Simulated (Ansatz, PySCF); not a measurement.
Gas-phase reaction in SMILES: CCCC=O → C[CH]CC=O + H atom (the C-H bond at the site shown breaks; other sites are not compared here)
Each molecule is optimised on its own at B3LYP-D3(BJ)/def2-TZVP (Ansatz, a quantum-chemistry and plane-wave program), one conformer each, not searched for the lowest. Frequencies are from Ansatz or PySCF.

Quantity: bond dissociation energy (enthalpy at 298 K, with B3LYP-D3(BJ) rigid-rotor harmonic-oscillator terms), in kcal/mol. Correlated levels leave the core frozen unless marked. Open shells are spin-unrestricted. Spin-orbit coupling is left out. No relativistic terms. Basis-set limits of correlation are two-point, X^-3; Hartree-Fock from the larger set. [CCSD(T)-MP2]/basis is that difference in the basis named.

```
level                                                     program  bond dissociation energy (kcal/mol)
-------------------------------------------------  --------------  -----------------------------------
PBE-D3(BJ)/def2-TZVPD                              Ansatz + dftd3                                 93.3
BLYP-D3(BJ)/def2-TZVPD                             Ansatz + dftd3                                 93.8
PBE0/6-31G*                                                Ansatz                                 95.0
PBE0-D4/def2-TZVP                                  Ansatz + dftd4                                 93.7
PBE0/def2-TZVPD                                            Ansatz                                 93.3
B2GP-PLYP-D3(BJ)/def2-TZVPD                        Ansatz + dftd3                                 96.1
RI-MP2/cc-pVTZ                                             Ansatz                                 98.1
RI-MP2/cc-pVQZ                                             Ansatz                                 98.9
CCSD/STO-3G                                                Ansatz                                114.1
RI-MP2/CBS(cc-pVTZ,cc-pVQZ)+[CCSD(T)-MP2]/cc-pVTZ          Ansatz                                 99.5
```
